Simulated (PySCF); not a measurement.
# Computed properties of C₄H₅Cl₂F, SMILES C(CC(=C)F)(Cl)Cl

C4H5Cl2F, SMILES ClC(CC(F)=C)Cl. Coordinates come from a r2SCAN-D4/def2-SVP optimisation. This is a generated structure with no PubChem entry under its InChIKey; it may be hypothetical. The values are those of a single conformer. All values are computed for the isolated molecule unless a solvent is named; none is compared with measurement here.

**Structure.** All 30 harmonic modes at r2SCAN-D4/def2-SVP (PySCF) are real, so it is a minimum. With heavy atoms numbered as in [CH2:1]=[C:2]([F:3])[CH2:4][CH:5]([Cl:6])[Cl:7], the shortest bond between them is C1–C2 at 1.333 Å and the longest C5–Cl7 at 1.794 Å.

**Vibrations.** The strongest infrared lines (harmonic, unscaled, degenerate partners summed) lie at 678 cm⁻¹ (104 km/mol, C 67 %, Cl 20 %, H 13 %), 1746 cm⁻¹ (86 km/mol, C 92 %), 1242 cm⁻¹ (56 km/mol, H 79 %, C 19 %). The softest mode is at 27 cm⁻¹ and the zero-point energy is 51.8 kcal/mol.

**Electronic structure.** PBE0/def2-TZVP (PySCF) places the frontier levels at -7.59 and -0.27 eV, a gap of 7.32 eV, and gives a dipole moment of 2.50 D and a mean polarisability of 71.7 bohr³. PBE/def2-TZVP (PySCF) at the same geometry gives -6.35 and -1.32 eV, so its gap is 2.29 eV narrower. An orbital gap is neither the optical nor the fundamental gap.

**Excitations.** TDA-B3LYP/def2-SVPD (PySCF) has S1 at 6.03 eV (206 nm, f = 0.009, weak); the most intense of the 10 singlets computed lies at 6.65 eV (f = 0.07). T1 (TDA) is at 4.28 eV, 1.75 eV under S1. TDA-PBE/def2-SVPD (PySCF) puts S1 at 5.10 eV. No vertical singlet excitation falls in the visible range (under 3.1 eV).

**NMR.** GIAO shifts at KT2/pcSseg-1 (PySCF) (non-relativistic, atoms alike by connectivity averaged): ¹³C from 52.3 to 163.1 ppm against TMS; ¹H from 3.0 to 6.5 ppm against TMS; ¹⁹F at -103.4 ppm against CFCl3. Without spin–orbit terms, shifts of atoms bonded to Cl or Br come out too high.

**Solvation.** SMD-ωB97X/6-31G* (PySCF) gives -2.9 kcal/mol in water, -5.4 kcal/mol in toluene, -7.6 kcal/mol in 2-propanol (1 M in both phases, gas-phase geometry); of these solvents 2-propanol holds the molecule best.
